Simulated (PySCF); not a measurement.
# Correlation energy of Ru³⁺ (ruthenium, charge +3)

Starting occupation: [Kr] 4d4 5s1, 4d5/2 with m_j = -1/2, +1/2, +3/2, +5/2, 5s1/2 with m_j = +1/2. All numbers are calculated (PySCF 2.14, X2C-1e with screened-nucleus spin-orbit coupling, Gaussian nucleus, in x2c-TZVPall-2c with one added diffuse shell each of s, p, d type (9s10p8d1f, 86 functions)). Frozen: [Ar] 3d10; 13 electrons correlated; the 6 highest virtual spinors left out.

MP2 pair energies summed by pair of shells (mhartree):

| pair | energy | share (%) |
| --- | --- | --- |
| 4d-4p | -107.51 | 37.9 |
| 4p-4p | -75.04 | 26.4 |
| 4d-4d | -28.32 | 10.0 |
| 4p-4s | -23.78 | 8.4 |
| 4p-5s | -18.46 | 6.5 |
| 4d-5s | -14.54 | 5.1 |
| 4d-4s | -10.82 | 3.8 |
| 4s-4s | -4.13 | 1.5 |
| 4s-5s | -1.25 | 0.4 |

Total MP2 correlation energy: -283.85 mhartree.

The GHF reference relaxed away from the jj start to a determinant that is no pure jj level (⟨S²⟩ = 8.71, ⟨J²⟩ = 24.76); the energies belong to that determinant.

This basis was not built for core-valence correlation, so the inner-shell part is incomplete.
